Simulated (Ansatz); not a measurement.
Relaxation of CH$_{2}$SSe (5 atoms, charge 0, multiplicity 1), to a largest force component of 0.02 eV/Å in at most 50 steps.

Theory: Ansatz 0.2.0, RKS PBE0-D4/def2-SVP.

```xyz
5
Properties=species:S:1:pos:R:3:forces:R:3
S -1.268 0.397 -0.155 -0.31 -0.33 0.47
C 0.188 -0.355 0.372 0.08 0.50 -0.62
Se 1.808 -0.142 -0.283 0.12 -0.06 0.04
H -0.729 1.122 -1.140 0.24 0.24 -0.35
H 0.001 -1.022 1.205 -0.13 -0.36 0.46
```

**Question.** Where does it end, and by what steps?

**Answer.** It converged. After 4 steps the energy has fallen by 0.013 eV; Se3 moved furthest, 0.02 Å.

```csv
step,energy less start (eV),largest force component (eV/Å),accepted
0,0.0000,0.622,yes
1,-0.0112,0.175,yes
2,0.0138,0.664,no
3,-0.0128,0.027,yes
4,-0.0128,0.006,yes
```

```xyz
5
Properties=species:S:1:pos:R:3
S -1.275 0.392 -0.145
C 0.191 -0.347 0.362
Se 1.823 -0.150 -0.275
H -0.738 1.130 -1.148
H -0.002 -1.024 1.207
```

Run time: 11 s on 1 thread of Intel(R) Xeon(R) Platinum 8559C (Emerald Rapids) (shared host), peak memory 0.19 GiB.
